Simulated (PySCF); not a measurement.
What binds AuC: the parts of the energy along the bond

State: ²Π, doublet, unpaired electrons π ↑. ROHF-based CCSD(T) in PySCF 2.14 with Au aug-cc-pVDZ-PP with ECP60, C aug-cc-pVDZ and Au aug-cc-pVTZ-PP with ECP60, C aug-cc-pVTZ (frozen core orbitals: 5; scalar-relativistic core potentials). Correlation energies are extrapolated as n⁻³ (n = 2, 3), Hartree–Fock as (n+1)·exp(−9√n). All energies in eV from Au (5d10 6s1) + C.

| R (Å) | HF/CBS | CCSD corr. | (T) | total |
| --- | --- | --- | --- | --- |
| 1.6526 | 0.797 | -2.540 | -0.4173 | -2.160 |
| 1.7277 | 0.243 | -2.398 | -0.4140 | -2.570 |
| 1.8029 | -0.098 | -2.252 | -0.4049 | -2.755 |
| 1.8780 | -0.284 | -2.109 | -0.3920 | -2.786 |
| 1.9531 | -0.359 | -1.978 | -0.3771 | -2.714 |
| 2.0470 | -0.342 | -1.832 | -0.3581 | -2.533 |
| 2.1409 | -0.244 | -1.711 | -0.3408 | -2.295 |

A fit to the total gives Re = 1.8587 Å, De = 2.790 eV, ωe = 695.4 cm⁻¹, Be = 0.4314 cm⁻¹ (masses 196.9666 and 12.0000 u).

Question: At R = 1.8780 Å the CCSD correlation energy is -0.456942 hartree in the smaller basis and -0.531000 in the larger. Extrapolate it.

Answer: (3³·E3 − 2³·E2)/(3³ − 2³) = -0.56218 hartree; the larger basis holds 94.5 % of it.

The T1 diagnostic is 0.048, large enough to doubt a single reference. The state was picked by a PBE0 search and need not be the measured ground state. Spin–orbit coupling, excitations beyond (T) and corrections to the Born–Oppenheimer picture are left out, and spin–orbit coupling matters for open p, d or f shells this heavy.
